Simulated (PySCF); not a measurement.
**Shapes and spin states of TaI₂**

Method: PBE/[Ta def2-SVP with ECP60, I def2-SVP with ECP28], scalar-relativistic core potentials, density fitting, no spin–orbit coupling, PySCF.

Relaxations began from a few typed shapes and spin states; open shells are unrestricted. The search is not exhaustive: other isomers or separated fragments can lie lower, and high-lying points may rest on an excited occupation.

(1) Order these stationary points by electronic energy, lowest first, in kJ/mol from the lowest minimum.
A. quartet D∞h: Ta–I 2.664 Å (×2); I–Ta–I 180.0°
B. doublet (⟨S²⟩ 1.44) D∞h: Ta–I 2.643 Å (×2); I–Ta–I 180.0°

(2) Which of them are minima?

Answers

(1) A (0.0), B (25.6).

(2) By energy in kJ/mol, 0.0: not settled, its softest mode being under 30 cm⁻¹; 25.6: not settled, its softest mode being under 30 cm⁻¹.

Formally Ta is in oxidation state +2, d3, with 3 unpaired electrons (the high-spin count). The Mulliken spin on Ta is 3.27. The polar-tensor charge on Ta, 0.88, is far below the formal one.

For the lowest minimum: open d and f shells are described by one determinant, and the ground state may have another occupation or spin. With an element this heavy the missing spin–orbit coupling can shift these numbers.

The electron or spin density has lower symmetry than the nuclear frame for the doublet (⟨S²⟩ 1.44) D∞h at 25.6 kJ/mol.
